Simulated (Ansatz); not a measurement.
`F[SiH2][AlH][GeH3]` + `N[SiH3]` → `[SiH3][NH][GeH3]` + `F[SiH2][AlH2]`  (cleavage of the Ge–Al bond)

Program: Ansatz. Geometries: PBE0-D4/def2-TZVP. ΔE: electronic, gas phase. CCSD(T)/CBS adds triple-zeta CCSD(T) − MP2 to the extrapolated MP2 energy (def2 sets, frozen cores). This one scheme is used for every species. DFT in def2-TZVPP. For Ge outer-core shells are correlated without core-valence functions, which leaves a few kJ/mol of doubt a bond. Scalar relativity is left out up to krypton. Each species was taken in one conformer, which may not be the lowest.

```tsv
level	ΔE (kcal/mol)
PBE-D4	9.6
ωB97X-V	5.1
ωB97M-V	5.6
PBE	10.2
r2SCAN	8.0
PBE0	9.0
CCSD/def2-TZVPP	4.8
CCSD/CBS(def2)	5.8
```

Question: What does CCSD(T)/CBS give? (Best estimate.)

Answer: The calculation gave: +6.0 kcal/mol. The listed levels differ from it by 3.6, -0.9, -0.4, 4.2, 2.0, 3.0, -1.2, -0.2 kcal/mol.

Largest T1 diagnostic among the species: 0.012.

From PBE to PBE0 (25 % exact exchange), in def2-TZVPP and without D4, ΔE moves by −1.2 kcal/mol. The D4 term adds −1.0 kcal/mol with B3LYP and −0.5 kcal/mol with PBE0; it sums over pairs of atoms, weighted by their polarisabilities, and B3LYP, whose exchange is more repulsive, gets the larger term.

B3LYP here is the variant with VWN-RPA as its local correlation; programs differ in this.
